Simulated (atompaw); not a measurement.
An all-electron radial function and its pseudo partner (P)

Columns: radius, all-electron u(r) and pseudo u(r) of the 3p shell (level -5.48 eV) of phosphorus in the configuration [Ne] 3s2 3p3; PBEsol, scalar-relativistic, PAW (atompaw) scheme, atompaw 4.2.0.5.

```
r (bohr)  all-electron  pseudo
   0.075       -0.0880  0.0042
   0.150       -0.2082  0.0167
   0.225       -0.2804  0.0371
   0.300       -0.2968  0.0648
   0.375       -0.2687  0.0988
   0.450       -0.2103  0.1382
   0.525       -0.1338  0.1819
   0.600       -0.0481  0.2285
   0.675        0.0403  0.2768
   0.750        0.1272  0.3255
   0.825        0.2095  0.3736
   0.900        0.2857  0.4198
   0.975        0.3549  0.4634
   1.050        0.4168  0.5035
   1.125        0.4714  0.5396
   1.200        0.5187  0.5715
   1.275        0.5589  0.5988
   1.350        0.5924  0.6218
   1.425        0.6197  0.6404
   1.500        0.6411  0.6550
   1.575        0.6572  0.6658
   1.650        0.6686  0.6734
   1.725        0.6757  0.6779
   1.800        0.6790  0.6798
   1.875        0.6790  0.6791
   1.950        0.6760  0.6760
```

Question: How many radial nodes do the two functions have?

Answer: The all-electron 3p function has n − l − 1 = 1; the pseudo-wave has 0, since the states of the same l below it are removed with the core.

Question: Where does each function peak?

Answer: Outermost all-electron maximum near 1.80 bohr, pseudo maximum near 1.80 bohr (to the table’s step).

Question: Is the pseudo-wave norm-conserving?

Answer: No, it belongs to a PAW set: the norm inside the radius is not constrained, and the difference is carried by the augmentation charge.
